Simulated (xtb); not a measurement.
Input file for xtb: GFN1-xTB on O2 (SMILES O=O).

```
$ xtb mol.xyz --gfn 1 --sp --chrg 0 --uhf 2
2

O      0.00000000    -0.00000000    -0.60213195
O     -0.00000000     0.00000000     0.60213195
```

Output:

```
[...]
           -------------------------------------------------
          |                Calculation Setup                |
           -------------------------------------------------



           -------------------------------------------------
          |                 G F N 1 - x T B                 |
           -------------------------------------------------

        Reference                      10.1021/acs.jctc.7b00118
      * Hamiltonian:
        H0-scaling (s, p, d)           1.850000    2.250000    2.000000
        zeta-weighting                 0.000000
      * Dispersion:
        s8                             2.400000
        a1                             0.630000
        a2                             5.000000
        s9                             0.000000
      * Repulsion:
        kExp                           1.500000
        rExp                           1.000000
      * Coulomb:
        alpha                          2.000000
        third order                    atomic
        anisotropic                    false
      * Halogen bond correction:
        rad-scale                      1.300000
        damping                        0.440000


          ...................................................
          :                      SETUP                      :
          :.................................................:
          :  # basis functions                   8          :
          :  # atomic orbitals                   8          :
          :  # shells                            4          :
          :  # electrons                        12          :
          :  # halogen bonds                     0          :
          :  max. iterations                   250          :
          :  Hamiltonian                  GFN1-xTB          :
          :  restarted?                      false          :
          :  GBSA solvation                  false          :
          :  PC potential                    false          :
          :  electronic temp.          300.0000000     K    :
          :  accuracy                    1.0000000          :
          :  -> integral cutoff          0.2500000E+02      :
          :  -> integral neglect         0.1000000E-07      :
          :  -> SCF convergence          0.1000000E-05 Eh   :
          :  -> wf. convergence          0.2000000E-04 e    :
          :  Broyden damping             0.4000000          :
          :  net charge                          0          :
          :  unpaired electrons                  2          :
          ...................................................

 iter      E             dE          RMSdq      gap      omega  full diag
   1     -9.1296776 -0.912968E+01  0.344E+00   19.87       0.0  T
   2     -9.1296776 -0.298724E-08  0.206E+00   19.87       1.0  T
   3     -9.1296776 -0.167954E-08  0.124E-04   19.87     571.0  T
   4     -9.1296776  0.000000E+00  0.105E-12   19.87  100000.0  T

   *** convergence criteria satisfied after 4 iterations ***

         #    Occupation            Energy/Eh            Energy/eV
      -------------------------------------------------------------
         1        2.0000           -0.9782886             -26.6206
         2        2.0000           -0.8389919             -22.8301
         3        2.0000           -0.7549644             -20.5436
         4        2.0000           -0.7549644             -20.5436
         5        2.0000           -0.7123235             -19.3833
         6        1.0000           -0.5058977             -13.7662
         7        1.0000           -0.5058977             -13.7662 (HOMO)
         8                          0.2243241               6.1042 (LUMO)
      -------------------------------------------------------------
                  HL-Gap            0.7302219 Eh           19.8703 eV
             Fermi-level           -0.3749487 Eh          -10.2029 eV

 transition dipole moment (au) for excitation:           6           7
     X       Y       Z
  -0.0000   0.0000  -0.0000  total (au/Debye):    0.000   0.000
 dE (eV)             :    0.000
 oscillator strength :  0.45107E-47

 SCC (total)                   0 d,  0 h,  0 min,  0.001 sec
 SCC setup                      ...        0 min,  0.000 sec (  4.529%)
 Dispersion                     ...        0 min,  0.000 sec (  1.819%)
 classical contributions        ...        0 min,  0.000 sec (  1.103%)
 integral evaluation            ...        0 min,  0.000 sec ( 14.683%)
 iterations                     ...        0 min,  0.001 sec ( 39.600%)
 molecular gradient             ...        0 min,  0.000 sec ( 13.919%)
 printout                       ...        0 min,  0.000 sec ( 23.661%)

         :::::::::::::::::::::::::::::::::::::::::::::::::::::
         ::                     SUMMARY                     ::
         :::::::::::::::::::::::::::::::::::::::::::::::::::::
         :: total energy              -9.117701540606 Eh    ::
         :: gradient norm              0.007512616316 Eh/a0 ::
         :: HOMO-LUMO gap             19.870348472381 eV    ::
         ::.................................................::
         :: SCC energy                -9.129677589428 Eh    ::
         :: -> electrostatic           0.000023922296 Eh    ::
         :: repulsion energy           0.012075511909 Eh    ::
         :: dispersion energy         -0.000099463087 Eh    ::
         :: halogen bond corr.         0.000000000000 Eh    ::
         :: add. restraining           0.000000000000 Eh    ::
         :: total charge              -0.000000000000 e     ::
         :::::::::::::::::::::::::::::::::::::::::::::::::::::

           -------------------------------------------------
          |                Property Printout                |
           -------------------------------------------------

    * Orbital Energies and Occupations

         #    Occupation            Energy/Eh            Energy/eV
      -------------------------------------------------------------
         1        2.0000           -0.9782886             -26.6206
         2        2.0000           -0.8389919             -22.8301
         3        2.0000           -0.7549644             -20.5436
         4        2.0000           -0.7549644             -20.5436
         5        2.0000           -0.7123235             -19.3833
         6        1.0000           -0.5058977             -13.7662
         7        1.0000           -0.5058977             -13.7662 (HOMO)
         8                          0.2243241               6.1042 (LUMO)
      -------------------------------------------------------------
                  HL-Gap            0.7302219 Eh           19.8703 eV
             Fermi-level           -0.3749487 Eh          -10.2029 eV

  Mulliken/CM5 charges         n(s)   n(p)   n(d)
     1O    -0.00000 -0.00000   1.757  4.243  0.000
     2O     0.00000  0.00000   1.757  4.243  0.000

Wiberg/Mayer (AO) data.
largest (>0.10) Wiberg bond orders for each atom

 ---------------------------------------------------------------------------
     #   Z sym  total        # sym  WBO       # sym  WBO       # sym  WBO
 ---------------------------------------------------------------------------
     1   8 O    2.000 --     2 O    2.000
     2   8 O    2.000 --     1 O    2.000
 ---------------------------------------------------------------------------

Topologies differ in total number of bonds
Writing topology from bond orders to xtbtopo.mol

 dipole moment from electron density (au)
     X       Y       Z
   0.0000  -0.0000   0.0000  total (Debye):    0.000


           -------------------------------------------------
          | TOTAL ENERGY               -9.117701540606 Eh   |
          | GRADIENT NORM               0.007512616316 Eh/α |
          | HOMO-LUMO GAP              19.870348472381 eV   |
Note: The following floating-point exceptions are signalling: IEEE_UNDERFLOW_FLAG IEEE_DENORMAL
normal termination of xtb
           -------------------------------------------------

------------------------------------------------------------------------
------------------------------------------------------------------------
 total:
 SCF:
```

The run finished.

Cost: around 0.020 core-seconds (rough).
